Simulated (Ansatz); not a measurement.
Geometry optimisation, Ansatz, RKS PBE0/def2-SVP.

Input:

```yaml
crystal:
  periodic: [false, false, false]
  atoms:
    - { symbol: B, position_ang: [0.038945, 0.130832, 0.114704] }
    - { symbol: "N", position_ang: [-0.008398, 0.252442, 1.605101] }
    - { symbol: H, position_ang: [-0.894051, 0.442901, 2.05458] }
    - { symbol: H, position_ang: [0.772525, 0.641927, 2.11848] }
    - { symbol: "N", position_ang: [1.254169, 0.362515, -0.563594] }
    - { symbol: H, position_ang: [1.347446, 0.11397, -1.537943] }
    - { symbol: H, position_ang: [2.143905, 0.421959, -0.088919] }
    - { symbol: C, position_ang: [-1.33009, -0.036934, -0.664925] }
    - { symbol: H, position_ang: [-2.102363, -0.564471, -0.082397] }
    - { symbol: H, position_ang: [-1.740075, 0.960791, -0.895627] }
    - { symbol: H, position_ang: [-1.20617, -0.56525, -1.623215] }
    - { symbol: O, position_ang: [0.254396, -2.47257, 0.360545] }
    - { symbol: H, position_ang: [-0.676761, -2.653163, 0.196523] }
    - { symbol: H, position_ang: [0.230722, -1.947651, 1.191588] }
basis:
  gaussian: { orbitals: def2-SVP }
hamiltonian:
  xc: pbe0
relax:
  f_tol: 0.03
  max_steps: 50
```

Run as:

```bash
$ ansatz run input.yaml --threads 4 --pin off --max-ram 5120MiB --backend cpu --events-out ev --progress --plain --runs-dir out
```

Where does it end, and by what steps?

It converged. The force dipped under the threshold on the way, but the program's further checks kept it going. After 17 steps the energy has fallen by 0.206 eV; O12 moved furthest, 0.70 Å.

```json
{"step": "0", "energy less start (eV)": "0.0000", "largest force component (eV/Å)": "1.634", "accepted": "yes"}
{"step": "1", "energy less start (eV)": "-0.0646", "largest force component (eV/Å)": "1.551", "accepted": "yes"}
{"step": "2", "energy less start (eV)": "-0.1202", "largest force component (eV/Å)": "1.561", "accepted": "yes"}
{"step": "3", "energy less start (eV)": "-0.1792", "largest force component (eV/Å)": "0.527", "accepted": "yes"}
{"step": "4", "energy less start (eV)": "-0.1937", "largest force component (eV/Å)": "0.456", "accepted": "yes"}
{"step": "5", "energy less start (eV)": "-0.1810", "largest force component (eV/Å)": "0.625", "accepted": "no"}
{"step": "6", "energy less start (eV)": "-0.2024", "largest force component (eV/Å)": "0.230", "accepted": "yes"}
{"step": "7", "energy less start (eV)": "-0.2035", "largest force component (eV/Å)": "0.140", "accepted": "yes"}
{"step": "8", "energy less start (eV)": "-0.2041", "largest force component (eV/Å)": "0.055", "accepted": "yes"}
{"step": "9", "energy less start (eV)": "-0.2042", "largest force component (eV/Å)": "0.050", "accepted": "yes"}
{"step": "10", "energy less start (eV)": "-0.2044", "largest force component (eV/Å)": "0.035", "accepted": "yes"}
{"step": "11", "energy less start (eV)": "-0.2048", "largest force component (eV/Å)": "0.011", "accepted": "yes"}
{"step": "12", "energy less start (eV)": "-0.2045", "largest force component (eV/Å)": "0.126", "accepted": "no"}
{"step": "13", "energy less start (eV)": "-0.2051", "largest force component (eV/Å)": "0.024", "accepted": "yes"}
{"step": "14", "energy less start (eV)": "-0.2044", "largest force component (eV/Å)": "0.173", "accepted": "no"}
{"step": "15", "energy less start (eV)": "-0.2054", "largest force component (eV/Å)": "0.016", "accepted": "yes"}
{"step": "16", "energy less start (eV)": "-0.2054", "largest force component (eV/Å)": "0.071", "accepted": "no"}
{"step": "17", "energy less start (eV)": "-0.2056", "largest force component (eV/Å)": "0.024", "accepted": "yes"}
```

```xyz
14
Properties=species:S:1:pos:R:3
B 0.019 0.226 0.039
N -0.012 0.135 1.471
H -0.885 0.243 1.970
H 0.788 0.372 2.044
N 1.242 0.403 -0.638
H 1.308 0.349 -1.644
H 2.142 0.431 -0.179
C -1.346 0.132 -0.762
H -2.068 -0.549 -0.281
H -1.829 1.124 -0.807
H -1.209 -0.206 -1.801
O 0.287 -2.773 0.988
H -0.523 -2.945 0.499
H 0.170 -1.854 1.286
```

Whether the end is a true minimum wasn't checked by a vibrational analysis.

The run took 26 s on 4 threads of Arm Neoverse V2, with other jobs on the host, peak memory 0.26 GiB.
